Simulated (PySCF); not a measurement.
## Working out the ionisation energy of V

V [Ar] 3d3 4s2 (4F) → V+ [Ar] 3d4 (5D). Computed with PySCF 2.14 in x2c-TZVPall (6s5p4d1f, 48 functions), with the spin-free X2C one-electron Hamiltonian (Gaussian nucleus). Frozen: [Ar]. Energies in hartree (1 hartree = 27.21139 eV):

```json
{"part": "UHF", "V (lower)": "-948.131725", "V+ (upper)": "-947.906069"}
{"part": "MP2 opposite-spin", "V (lower)": "-0.028843", "V+ (upper)": "0.000000"}
{"part": "MP2 same-spin", "V (lower)": "-0.021696", "V+ (upper)": "-0.037690"}
```

**Question.** What does Hartree-Fock give?

**Answer.** (-947.906069) − (-948.131725) = 0.225656 hartree = 6.140 eV.

**Question.** What do MP2 and SCS-MP2 (6/5 opposite-spin, 1/3 same-spin) give?

**Answer.** The opposite-spin parts differ by 0.785 eV and the same-spin parts by -0.435 eV. MP2: 6.140 + (0.785) + (-0.435) = 6.490 eV. SCS-MP2: 6.140 + 1.2 × (0.785) + (-0.435)/3 = 6.937 eV.

Measured between the centres of the two terms (NIST): 6.732 eV, so MP2 (valence) is off by -0.242 eV.

What remains against the reference includes basis incompleteness, the frozen core and correlation beyond second order.
